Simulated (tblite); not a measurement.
C₁₀H₁₀OS.
Numbering: `[O:1]=[S@:2]1[CH2:3][CH2:4][CH:5]=[C:6]1[c:7]1[cH:8][cH:9][cH:10][cH:11][cH:12]1` (hydrogens: H13, H14 on C3; H15, H16 on C4; H17 on C5; H18 on C8; H19 on C9; H20 on C10; H21 on C11; H22 on C12)

Computed with GFN2-xTB (tblite), gas phase: L-BFGS steps from a force-field or distance-geometry start until the largest atomic force falls under 0.01 eV/Å.

Step 1: E = -919.0613 eV
```
atom  x, y, z in Å  |  force x, y, z in eV/Å
O1      1.8403   -1.6129    1.5909    0.074  -0.671   0.038
S2      1.6798   -0.1803    1.4026   -0.158   0.575   0.471
C3      3.1700    0.4241    0.4839    0.057  -0.027  -0.025
C4      2.9041    0.1709   -0.9899    0.033   0.081  -0.051
C5      1.4202    0.1819   -1.1802    0.219   0.076  -0.369
C6      0.6719    0.0289   -0.1027   -0.519  -0.015   0.034
C7     -0.7911   -0.0241   -0.0397   -0.241   0.079  -0.010
C8     -1.4513   -0.9847    0.7377    0.025   0.001  -0.033
C9     -2.8378   -1.0258    0.7775   -0.061   0.004   0.051
C10    -3.5913   -0.1060    0.0591   -0.017  -0.009  -0.017
C11    -2.9512    0.8533   -0.7148    0.067   0.074   0.002
C12    -1.5648    0.8979   -0.7652    0.015  -0.138   0.107
H13     4.0473   -0.0943    0.8696   -0.100  -0.003  -0.026
H14     3.2658    1.4901    0.6870   -0.107  -0.032   0.071
H15     3.2977   -0.8034   -1.2912   -0.008  -0.023  -0.042
H16     3.3977    0.9347   -1.5906   -0.021  -0.005  -0.190
H17     1.0050    0.2643   -2.1767    0.092  -0.020   0.030
H18    -0.8877   -1.7288    1.2950    0.008   0.263  -0.134
H19    -3.3426   -1.7786    1.3847    0.203   0.228  -0.202
H20    -4.6780   -0.1360    0.0988    0.264  -0.004  -0.003
H21    -3.5361    1.5842   -1.2753    0.195  -0.250   0.168
H22    -1.0782    1.6641   -1.3623   -0.020  -0.182   0.129
```

Step 2: E = -919.0791 eV
```
atom  x, y, z in Å  |  force x, y, z in eV/Å
O1      1.8409   -1.6187    1.5909    0.011  -0.201   0.022
S2      1.6780   -0.1763    1.4113   -0.106   0.095   0.219
C3      3.1707    0.4244    0.4826   -0.032  -0.028   0.066
C4      2.9043    0.1718   -0.9898    0.052   0.059  -0.111
C5      1.4227    0.1829   -1.1850   -0.073   0.008   0.177
C6      0.6649    0.0290   -0.1041   -0.059   0.051  -0.165
C7     -0.7950   -0.0233   -0.0393   -0.139   0.012   0.006
C8     -1.4519   -0.9849    0.7374   -0.050   0.053  -0.049
C9     -2.8381   -1.0251    0.7778    0.022   0.059  -0.008
C10    -3.5904   -0.1061    0.0588    0.025   0.018  -0.027
C11    -2.9498    0.8538   -0.7143    0.039  -0.027   0.068
C12    -1.5652    0.8964   -0.7640   -0.025  -0.058   0.051
H13     4.0461   -0.0946    0.8694   -0.081  -0.013  -0.022
H14     3.2642    1.4893    0.6881   -0.089   0.000   0.064
H15     3.2976   -0.8039   -1.2918   -0.014   0.007  -0.026
H16     3.3977    0.9350   -1.5938   -0.025  -0.028  -0.153
H17     1.0064    0.2639   -2.1759    0.052  -0.015  -0.108
H18    -0.8876   -1.7247    1.2929    0.056   0.183  -0.078
H19    -3.3396   -1.7753    1.3818    0.121   0.121  -0.114
H20    -4.6746   -0.1361    0.0988    0.185  -0.003  -0.004
H21    -3.5332    1.5806   -1.2728    0.121  -0.149   0.093
H22    -1.0786    1.6611   -1.3602    0.006  -0.143   0.099
```

**Question.** Estimate the geometry and energy of step 3. (The exact step hangs on the optimiser's Hessian estimate; all steps are aligned on step 2, rigid shifts and turns removed.)

**Answer.** E = -919.0875 eV, largest force 0.240 eV/Å
```
atom  x, y, z in Å  |  force x, y, z in eV/Å
O1      1.8411   -1.6239    1.5910   -0.042   0.125   0.025
S2      1.6751   -0.1745    1.4213   -0.047  -0.226  -0.067
C3      3.1703    0.4244    0.4829   -0.113  -0.007   0.079
C4      2.9055    0.1733   -0.9917   -0.022   0.014  -0.026
C5      1.4220    0.1836   -1.1832    0.009   0.029  -0.061
C6      0.6605    0.0304   -0.1095   -0.068   0.015   0.195
C7     -0.8001   -0.0229   -0.0387    0.078  -0.003  -0.030
C8     -1.4536   -0.9840    0.7362   -0.015   0.053  -0.027
C9     -2.8375   -1.0231    0.7775    0.032   0.083  -0.045
C10    -3.5887   -0.1057    0.0580    0.056   0.002   0.004
C11    -2.9481    0.8532   -0.7124    0.004  -0.055   0.071
C12    -1.5663    0.8946   -0.7626   -0.021  -0.002   0.018
H13     4.0438   -0.0951    0.8690   -0.046  -0.030  -0.003
H14     3.2615    1.4888    0.6900   -0.073   0.013   0.059
H15     3.2973   -0.8040   -1.2928   -0.022   0.029  -0.019
H16     3.3972    0.9348   -1.5989   -0.026  -0.020  -0.127
H17     1.0082    0.2634   -2.1778    0.070  -0.021  -0.049
H18    -0.8863   -1.7186    1.2900    0.085   0.106  -0.027
H19    -3.3355   -1.7710    1.3779    0.033   0.006  -0.017
H20    -4.6691   -0.1362    0.0987    0.059  -0.003  -0.005
H21    -3.5290    1.5755   -1.2696    0.033  -0.034   0.009
H22    -1.0787    1.6564   -1.3569    0.039  -0.075   0.044
```

The energy changes by -0.0085 eV. The first-order estimate −F·Δx gives -0.0154 eV and the mean of the old and new forces, exact on a quadratic surface, -0.0084 eV. The step makes an angle of 18° with the force vector and moves no atom by more than 0.011 Å.

What follows is the cost of the whole relaxation. Hardware: an AMD EPYC 7R43 with 2 threads, no GPU, shared host. Cost: 1.6 s wall, 3.1 s CPU.
